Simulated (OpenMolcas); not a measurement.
Exact exchange and the HOMO–LUMO gap of InClF2

InClF2: 4 atoms, total charge 0, spin state singlet. As SMILES, `[F][In]([F])[Cl]`. The shape is that of a PBE0-D4/def2-TZVP optimisation.

The HOMO–LUMO gap y, in eV, basis def2-SVP with a core potential; a is the functional's share of exact exchange. Programs: OpenMolcas 26.06.

| functional | program | a | y (eV) |
| --- | --- | --- | --- |
| TPSS | OpenMolcas | 0 | 4.59 |
| BP86 | OpenMolcas | 0 | 4.30 |
| B3LYP | OpenMolcas | 0.2 | ? |
| PBE0 | OpenMolcas | 0.25 | 6.72 |
| BHLYP | OpenMolcas | 0.5 | 8.92 |

**Question.** Fit y = c + s·a to the known rows and predict B3LYP.

**Answer.** 
1. Means of the 4 rows: a = 0.1875, y = 6.133.
2. Σ(Δa)² = 0.17188, Σ(Δa·Δy) = 1.5406, so the slope is 1.5406/0.17188 = 8.9632.
3. Intercept: 6.133 − (8.9632) × 0.1875 = 4.452. The largest residual of the fit is 0.15.
4. B3LYP: 4.452 + (8.9632) × 0.2 = 6.24 eV.

The run gave 6.07 eV, so the prediction is off by +0.17 eV, about the scatter of the fit. Exact exchange lowers occupied levels and raises empty ones. The rows mix families of semi-local functionals, which the line can't see.
